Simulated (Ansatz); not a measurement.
Cost and result for the atomization energy of `C=C(F)B(F)P` (10 atoms, 9 bonds).

```xyz
10

C    -0.7616    1.4673    1.1083
C    -0.5636    0.2664    0.5791
F    -1.1158   -0.8151    1.1705
B     0.2893   -0.0200   -0.6921
F     0.8089    1.0275   -1.3241
P     0.4798   -1.7691   -1.4370
H    -0.3197    2.3298    0.6275
H    -1.3515    1.6112    2.0060
H     1.8370   -1.6449   -1.8196
H     0.6973   -2.4531   -0.2187
```

Charge 0, multiplicity 1. The structure was optimised at the PBE0-D4/def2-TZVP level. It is one conformer, not always the lowest. Program: Ansatz. All runs use 4 threads of an Intel Xeon Platinum 8259CL on a shared host. Times are those of one run each, without the atoms' runs, and a repeat can differ threefold. Electronic energies, without spin–orbit coupling; frozen cores. CCSD(T)/CBS adds CCSD(T) − MP2 in def2-TZVPP to the MP2 limit, and its time is that of the two runs behind it. T1 = 0.015; the RHF reference is unstable towards UHF. B3LYP takes the VWN-RPA correlation (the form of Gaussian; ORCA's B3LYP/G).

CCSD(T)/CBS is a level of theory with its own doubt, some kJ/mol a heavy atom from the limit and from the frozen cores, so smaller differences don't rank the functionals.

| level | functions | wall time |
| --- | --- | --- |
| revPBE-D4/def2-TZVPP | 253 | 3.2 s |
| PBE-D4/def2-TZVPP (with forces) | 253 | 3.7 s |
| BHLYP-D4/def2-TZVPP | 253 | 4.7 s |
| r2SCAN-D4/def2-TZVPP (with forces) | 253 | 5 s |
| B3LYP-D4/def2-TZVPP (with forces) | 253 | 5.5 s |
| r2SCANh-D4/def2-TZVPP | 253 | 5.5 s |
| PBE-QIDH/def2-TZVPP | 253 | 7.5 s |
| CCSD(T)/def2-SVP | 108 | 8 s |
| ωB97X-V/def2-TZVPP | 253 | 9.5 s |
| ωB97M-V/def2-TZVPP (with forces) | 253 | 12 s |
| MP2/def2-QZVPP | 475 | 31 s |
| CCSD(T)/def2-TZVPP | 253 | 2.2 min |
| CCSD(T)/CBS(def2) | – | 2.8 min |

Task: What atomization energy does each give, and how far from CCSD(T)/CBS? (Estimate.)

Result: Ansatz gave: 
| level | atomization (kcal/mol) | difference from CCSD(T)/CBS | per bond |
| --- | --- | --- | --- |
| revPBE-D4/def2-TZVPP | 946.6 | 8.8 | 1.0 |
| PBE-D4/def2-TZVPP (with forces) | 974.5 | 36.7 | 4.1 |
| BHLYP-D4/def2-TZVPP | 911.5 | -26.3 | -2.9 |
| r2SCAN-D4/def2-TZVPP (with forces) | 950.2 | 12.4 | 1.4 |
| B3LYP-D4/def2-TZVPP (with forces) | 945.9 | 8.1 | 0.9 |
| r2SCANh-D4/def2-TZVPP | 941.6 | 3.8 | 0.4 |
| PBE-QIDH/def2-TZVPP | 936.8 | -1.0 | -0.1 |
| CCSD(T)/def2-SVP | 891.2 | -46.6 | -5.2 |
| ωB97X-V/def2-TZVPP | 947.4 | 9.6 | 1.1 |
| ωB97M-V/def2-TZVPP (with forces) | 948.7 | 10.9 | 1.2 |
| MP2/def2-QZVPP | 950.3 | 12.5 | 1.4 |
| CCSD(T)/def2-TZVPP | 913.0 | -24.8 | -2.8 |
| CCSD(T)/CBS(def2) | 937.8 | 0.0 | 0.0 |

From r2SCAN to r2SCAN0 (25 % exact exchange), in def2-TZVPP and without D4, the atomization energy moves by −20.9 kcal/mol: exact exchange takes away binding that semilocal exchange gives to molecules. The D4 term adds +8.0 kcal/mol with B3LYP and +4.2 kcal/mol with PBE0; it sums over pairs of atoms, weighted by their polarisabilities, and B3LYP, whose exchange is more repulsive, gets the larger term. In def2-TZVPP, CCSD(T) changes the Hartree–Fock value by +229.1 kcal/mol (the triples alone add +17.0 kcal/mol) and MP2 by +251.8 kcal/mol; breaking electron pairs costs correlation energy, which Hartree–Fock lacks.
